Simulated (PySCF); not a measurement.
## How good is the calculation?

Mapped SMILES: `[OH:1][CH2:2][c:3]1[cH:4][cH:5][cH:6][cH:7][n:8]1`. Hydrogens are named by the atom that carries them.

Published estimates (parent shift plus substituent increments) and measurements: δ ¹H H(C7) 8.45; H(C5) 7.65; H(C4) 7.39; H(C6) 7.17 ppm (estimated from measurements, as parent shift plus tabulated substituent increment; solution, not stated per compound (mostly CDCl3 or CCl4); Pretsch, Buehlmann, Badertscher, Structure Determination of Organic Compounds, 4th ed. (2009)).

- PBE0-D3(BJ)/def2-TZVP structure
- NMR shieldings at B97-2/pcSseg-2/GIAO
- run in PySCF 2.14.0 with density-fitted response routines
- isolated molecule, no relativistic terms, equivalent nuclei averaged, a single conformation

Question: Set the calculated values beside the experiment.

Answer: 
Reference values: estimated from measurements, as parent shift plus tabulated substituent increment (solution, not stated per compound (mostly CDCl3 or CCl4); Pretsch, Buehlmann, Badertscher, Structure Determination of Organic Compounds, 4th ed. (2009)).
```csv
atoms,quantity,reference,computed,"computed, scaled"
H(C7),δ ¹H,8.45,8.85,8.46
H(C5),δ ¹H,7.65,7.85,7.52
H(C4),δ ¹H,7.39,7.33,7.03
H(C6),δ ¹H,7.17,7.33,7.03
```

Computed shifts are σ(ref) − σ with the named reference compound (TMS for H and C) calculated as an isolated molecule at the same level. The measured values may be among those fitted. Shieldings were converted by linear fits to measured shifts (mostly CDCl3, TMS scale, for H and C): ¹H: δ = 29.89 − 0.940σ (rms 0.14 ppm, 403 shifts, 0.16 ppm with the 5 outliers that the fit left out). Occasional misses reach two or three times the rms, and more in compound classes unlike the fitted ones. Hydrogens on heteroatoms aren't scaled, only referred to computed TMS.

Question: How far are the unscaled ¹H shifts from the references?

Answer: Mean signed difference +0.18 ppm, mean absolute 0.20 ppm over 4 comparisons; the largest is +0.40 ppm at H(C7) (hydrogen on an aromatic CH next to a ring nitrogen).
